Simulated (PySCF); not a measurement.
PySCF 2.14 output of an unrestricted PBE0 calculation on a single atom or ion in x2c-TZVPPall (11s7p7d3f1g, 97 functions), with scalar relativity by spin-free X2C-1e:

```
SCF conv_tol = 1e-09
number electrons alpha = 40  beta = 38
    C. Adamo and V. Barone.,  J. Chem. Phys. 110, 6158 (1999)
    M. Ernzerhof and G. E. Scuseria.,  J. Chem. Phys. 110, 5029 (1999)
cycle= 1 E= -18415.5372571732  delta_E= -0.0215  |g|= 0.168  |ddm|= 0.448
cycle= 2 E= -18415.5368184559  delta_E= 0.000439  |g|= 0.158  |ddm|= 0.174
cycle= 3 E= -18415.5390442457  delta_E= -0.00223  |g|= 0.0177  |ddm|= 0.0897
cycle= 4 E= -18415.5391122014  delta_E= -6.8e-05  |g|= 0.000622  |ddm|= 0.0203
cycle= 5 E= -18415.5391124546  delta_E= -2.53e-07  |g|= 9.83e-05  |ddm|= 0.00193
cycle= 6 E= -18415.5391124591  delta_E= -4.52e-09  |g|= 7.65e-06  |ddm|= 0.000296
cycle= 7 E= -18415.5391124592  delta_E= -1.09e-10  |g|= 2.15e-06  |ddm|= 4.08e-05
converged SCF energy = -18415.5391124592  <S^2> = 2.0033836  2S+1 = 3.0022549
```

The run itself started from symmetry-adapted Hartree-Fock orbitals and held the occupation by maximum overlap, on a logarithmic radial grid, so the iterations belong to that start.

Question: Which element, charge and spin multiplicity is this?

Answer: Pt (platinum, neutral), multiplicity 3; the state was [Xe] 4f14 5d8 6s2, high-spin 3F determinant (an excited configuration).

Spin-orbit coupling, absent here, splits the open shell strongly.
